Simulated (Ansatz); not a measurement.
A set of 12 reactions (ligand exchange), with CCSD(T)/CBS values in kJ/mol:

```tsv
reaction	ΔE
`C[SiH2]Cl` + `C[SiH2]N` → `C[SiH2]N[SiH2]Cl` + CH₄	-76.8
`[OH][Hf]([OH])([OH])[Cl]` + H–F → `[OH][Hf]([OH])([F])[Cl]` + H₂O	-47.8
`C=C(C)B(C)F` + `CCO` → `CCOB(C)F` + `C=CC`	-132.9
`[ZnH][Br]` + `N=CO` → `O/C=[N]/[ZnH]` + HBr	133.7
`F[CH2][GeH2][GeH3]` + `NC=O` → `O=C[NH][GeH3]` + `F[CH2][GeH3]`	16.5
`C[S][AlH][GeH3]` + H–F → `[F][AlH][GeH3]` + CH₃SH	-67.4
`[SiH3]C1=C[SiH2]1` + `C[O][Ga]([OH])[Br]` → `C[O][Ga]([Br])[O][SiH3]` + `C1=C[SiH2]1`	-77.6
`B[SiH2]O` + H₂Te → `B[TeH]` + `O[SiH3]`	-109.2
`B[SiH](B)CF` + `C=C=CN` → `BNC=C=C` + `B[SiH2]CF`	-170.3
`[CH3][AlH][SH]` + CH₃NH₂ → `C[NH][AlH][SH]` + CH₄	-94.9
`FBBF` + `CNC` → `CN(C)BF` + `BF`	-188.8
`[AlH2][O]P` + `[NH2][ZnH]` → `P[NH][ZnH]` + `[OH][AlH2]`	2.9
```

Isolated molecules relaxed with PBE0-D4/def2-TZVP in Ansatz; ΔE leaves out vibrations. CBS: MP2 limit from def2 TZ/QZ plus the TZ coupled-cluster correction, frozen cores. This one scheme is used for every species. Functionals use def2-TZVPP. B3LYP here is the variant with VWN-RPA as its local correlation; programs differ in this. def2 core potentials past Kr. For Br, Ga, Ge, Hf, Te, Zn outer-core shells are correlated without core-valence functions, which leaves a few kJ/mol of doubt a bond. Scalar relativity is left out up to krypton. One conformer a species, not always the lowest.

**Question.** Give the mean, mean absolute and largest difference (level minus CCSD(T)/CBS, kJ/mol) for: PBE-D4, B3LYP-D4, ωB97X-V, ωB97M-V, B2PLYP, PBE, r2SCAN, PBE0, B3LYP, HF/def2-TZVPP, CCSD(T)/def2-TZVPP, HF/def2-QZVPP, SCS-MP2/def2-QZVPP, CCSD/CBS(def2). (Best estimate.)

**Answer.** Computed: 
| level | mean | mean absolute | largest |
| --- | --- | --- | --- |
| PBE-D4 | 4.6 | 7.8 | 16.4 |
| B3LYP-D4 | -0.9 | 3.6 | 6.7 |
| ωB97X-V | 0.6 | 3.6 | 11.1 |
| ωB97M-V | -0.1 | 2.7 | 6.9 |
| B2PLYP | -2.6 | 3.7 | -12.7 |
| PBE | 4.8 | 7.8 | 16.4 |
| r2SCAN | 0.1 | 3.3 | -7.9 |
| PBE0 | 4.4 | 5.5 | 11.8 |
| B3LYP | -0.6 | 5.9 | -18.4 |
| HF/def2-TZVPP | -2.1 | 11.5 | 28.9 |
| CCSD(T)/def2-TZVPP | -1.6 | 1.9 | -8.0 |
| HF/def2-QZVPP | -2.7 | 12.4 | 28.8 |
| SCS-MP2/def2-QZVPP | -3.7 | 3.9 | -7.4 |
| CCSD/CBS(def2) | 0.4 | 2.2 | 5.3 |

The largest T1 diagnostic in the set is 0.017, for `O/C=[N]/[ZnH]` (customary mark 0.02).

CCSD(T)/CBS is a level of theory with its own doubt, and the functionals carry their triple-zeta basis error, so these figures describe this set and don't rank the functionals.
